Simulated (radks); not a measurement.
The mean radii <r> (bohr) of the occupied orbitals of an atom or ion are listed with their occupations. All-electron calculation, scalar-relativistic Kohn-Sham, r2SCAN, spin-polarised, spherical densities, finite nucleus; meta-GGA in the generalised Kohn-Sham scheme; Fermi nuclear charge, rms radius of each element as measured or else 0.836 A^(1/3) + 0.57 fm. Program: a radial shooting solver on a logarithmic mesh with Libxc functionals.

| orbital | occ. | <r> |
|---|---|---|
| 1s up | 1 | 0.02271 |
| 1s down | 1 | 0.02269 |
| 2s up | 1 | 0.09409 |
| 2s down | 1 | 0.09428 |
| 2p up | 3 | 0.08233 |
| 2p down | 1 | 0.08256 |

Name the element and its charge. Open shells, if any, are filled with parallel spins first.

Answer. Z = 62, samarium, charge +54: Sm54+ in [He] 2s2 2p4. The 1s radius gives Z: for a bare nucleus <r> = (2 gamma + 1)/(2Z) with gamma = sqrt(1 - (Z/c)^2), 0.02245 bohr for Z = 62, and screening makes it slightly larger (0.02271 here). The occupations add up to 8, and the charge is Z minus that.
